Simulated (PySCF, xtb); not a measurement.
C4H4Se, SMILES c1cc[se]c1.

Geometry optimised at r2SCAN-D4/def2-SVP.

Calculation: C-PCM-PBE0/def2-SVP in PySCF.

The values are the electrostatic part of the solvation free energy, E(continuum) − E(gas) at the gas-phase geometry, in a cavity of scaled van der Waals radii (PySCF's table); cavitation and dispersion terms are not included. In vacuum the orbital gap is 6.29 eV. The dipole moment in vacuum is 0.27 D.

Problem. Estimate the values in water (ε = 78.36), cyclohexanone (ε = 15.62), 2-propanol (ε = 19.26). (The exact figures need the calculation; the answer reports its results.)

Solution. 
```
solvent            ε  ΔG(elec) (kcal/mol)  dipole (D)  gap (eV)
-------------  -----  -------------------  ----------  --------
water          78.36                 -3.0        0.35      6.30
cyclohexanone  15.62                 -2.8        0.34      6.30
2-propanol     19.26                 -2.9        0.34      6.30
```

For comparison, GFN2-xTB/ALPB(water) (xtb, at the GFN2-xTB geometry, all terms of that model) gives -0.1 kcal/mol.
